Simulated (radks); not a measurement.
Problem. Radial electron density D(r) = 4 pi r^2 rho(r) of an atom or ion with 15 electrons. Calculated with a radial shooting solver on a logarithmic mesh with Libxc functionals: scalar-relativistic Kohn-Sham, r2SCAN, spin-polarised, spherical densities, finite nucleus; meta-GGA in the generalised Kohn-Sham scheme; Fermi nuclear charge, rms radius of each element as measured or else 0.836 A^(1/3) + 0.57 fm.

r (bohr)  D(r) (e/bohr)    spin D(r)
0.0119            3.314    0.0000288
0.01342           4.007    0.0000453
0.01513           4.816    0.0000709
0.01706           5.748     0.000111
0.01923           6.807     0.000172
0.02169           7.991     0.000267
0.02445           9.289     0.000412
0.02779           10.78     0.000651
0.03133           12.23     0.000993
0.03533           13.68      0.00150
0.03983           15.07      0.00226
0.04491           16.32      0.00337
0.05063           17.33      0.00498
0.05709           18.03      0.00728
0.06489           18.33       0.0108
0.07316           18.16       0.0153
0.08249           17.56       0.0215
0.093             16.59       0.0295
0.1049            15.38       0.0399
0.1182            14.11       0.0528
0.1333            13.03       0.0682
0.1515            12.31       0.0869
0.1708            12.22        0.106
0.1926            12.75        0.124
0.2172            13.80        0.139
0.2448            15.17        0.148
0.2761            16.49        0.148
0.3113            17.40        0.137
0.3538            17.55        0.112
0.3989            16.73       0.0783
0.4497            15.02       0.0411
0.5071            12.62      0.00927
0.5717            9.905     -0.00622
0.6446            7.277      0.00543
0.7268            5.101       0.0527
0.826             3.523        0.146
0.9314            2.778        0.265
1.05              2.601        0.398
1.184             2.758        0.526
1.335             2.992        0.625
1.505             3.099        0.660
1.697             2.981        0.628
1.929             2.599        0.533
2.175             2.077        0.409
2.452             1.504        0.281
2.765            0.9811        0.170
3.117            0.5712       0.0901
3.514            0.2937       0.0408
3.963            0.1319       0.0154
4.504           0.04773      0.00424
5.078           0.01557     0.000926
5.725          0.004255     0.000113
6.455         0.0009558  -0.00000979

What is the nuclear charge?

Solution. Z = 16. The innermost maximum, from 1s, lies near gamma/Z bohr with gamma = sqrt(1 - (Z/c)^2) = 0.993, here 0.0621 bohr (found: 0.0659), and its height grows with Z. The density is that of the sulfur ion S+ in [Ne] 3p5; the configuration itself is not fixed sharply by these data, and Z only to about a unit. D(r) has 3 maxima, at r = 0.0659, 0.340, 1.51 bohr, and minima at 0.164, 1.04 bohr, inside which lie 2.19, 10.38 electrons.
